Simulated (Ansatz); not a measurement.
Geometry optimisation, Ansatz, RKS PBE/def2-SVP.

The input (input.yaml):

```yaml
crystal:
  periodic: [false, false, false]
  atoms:
    - { symbol: Ga, position_ang: [0.113536, -0.487844, -0.224016] }
    - { symbol: Cl, position_ang: [-0.440588, -0.649919, 1.927869] }
    - { symbol: O, position_ang: [1.787961, -0.848117, -0.744666] }
    - { symbol: H, position_ang: [2.34442, -1.046069, 0.031989] }
    - { symbol: O, position_ang: [-1.151677, -0.175453, -1.448564] }
    - { symbol: H, position_ang: [-2.013902, -0.023839, -1.014949] }
    - { symbol: "N", position_ang: [0.277647, 2.443679, 0.816116] }
    - { symbol: H, position_ang: [1.219223, 2.770427, 1.056729] }
    - { symbol: Si, position_ang: [-0.784332, 3.555151, -0.048595] }
    - { symbol: H, position_ang: [-1.881232, 2.750569, -0.700953] }
    - { symbol: H, position_ang: [-1.429089, 4.628701, 0.804179] }
    - { symbol: H, position_ang: [0.065084, 4.232894, -1.093352] }
    - { symbol: H, position_ang: [-0.108052, 1.88462, 1.608212] }
basis:
  gaussian: { orbitals: def2-SVP }
hamiltonian:
  xc: pbe
relax:
  f_tol: 0.03
  max_steps: 50
```

Run as:

```bash
$ ansatz run input.yaml --threads 4 --pin off --max-ram 5120MiB --backend cpu --events-out ev --progress --plain --runs-dir out
```

Problem. Where does it end, and by what steps?

Solution. The forces met the threshold. The force dipped under the threshold on the way, but the program's further checks kept it going. After 19 steps the energy has fallen by 0.794 eV; H12 moved furthest, 1.15 Å. Joined: Ga1–N7 (3.11 → 2.08 Å).

```tsv
step	energy less start (eV)	largest force component (eV/Å)	accepted
0	0.0000	0.684	yes
1	-0.1124	0.616	yes
2	-0.2897	0.652	yes
3	-0.4627	0.659	yes
4	-0.5554	0.790	yes
5	-0.6062	0.754	yes
6	-0.6569	0.323	yes
7	-0.6963	0.170	yes
8	-0.7316	0.289	yes
9	-0.7492	0.492	yes
10	-0.7723	0.379	yes
11	-0.7515	0.482	no
12	-0.7752	0.775	yes
13	-0.7893	0.143	yes
14	-0.7922	0.112	yes
15	-0.7930	0.102	yes
16	-0.7935	0.025	yes
17	-0.7937	0.139	yes
18	-0.7935	0.073	no
19	-0.7940	0.018	yes
```

```xyz
13
Properties=species:S:1:pos:R:3
Ga 0.139 0.135 0.144
Cl -0.857 -1.048 1.709
O 1.938 0.012 -0.076
H 2.214 -0.841 -0.452
O -0.897 0.528 -1.321
H -1.760 0.077 -1.276
N 0.188 2.078 0.875
H 1.188 2.334 0.879
Si -0.829 3.182 -0.182
H -2.250 2.733 -0.091
H -0.721 4.549 0.448
H -0.231 3.222 -1.545
H -0.123 2.074 1.858
```

Whether the end is a true minimum wasn't checked by a vibrational analysis.

Run time: 44 s on 4 threads of Arm Neoverse V2 (shared host), peak memory 0.23 GiB.
